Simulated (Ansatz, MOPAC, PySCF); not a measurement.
System: HBOCl (charge +1, singlet). SMILES: [OH+]=BCl
Coordinates optimised at B3LYP-D3(BJ)/def2-TZVP (Ansatz, a first-principles code):
```xyz
4

B      0.4089    -0.1784    -0.2336
O      1.4081    -0.5305    -0.8862
Cl    -0.9068     0.3728     0.5404
H      2.1066    -1.2012    -0.9291
```
Charge +1, spin multiplicity 1.

Unscaled harmonic wavenumbers (cm⁻¹) in rising order, each level at the stationary point that it reaches from this structure (no distance between atoms moves by over 0.3 Å); the order of modes can differ between levels, and a negative number is imaginary. B3LYP-D3(BJ)/def2-TZVP (PySCF, at the structure above): 368, 393, 472, 745, 1882, 3762.

PM3 (MOPAC): 430, 474, 742, 878, 1755, 3810. Zero-point energy 11.6 against 10.9 kcal/mol; where all levels lie over 400 cm⁻¹, the wavenumbers are on average 1.174 times those of B3LYP-D3(BJ)/def2-TZVP.

HF/6-31G* (Ansatz): 328, 403, 423, 769, 1987, 4010. Zero-point energy 11.3 against 10.9 kcal/mol; where all levels lie over 400 cm⁻¹, the wavenumbers are on average 1.013 times those of B3LYP-D3(BJ)/def2-TZVP.

B3LYP/6-31G* (Ansatz): 347, 372, 423, 744, 1895, 3748. Zero-point energy 10.8 against 10.9 kcal/mol; where all levels lie over 400 cm⁻¹, the wavenumbers are on average 0.974 times those of B3LYP-D3(BJ)/def2-TZVP.
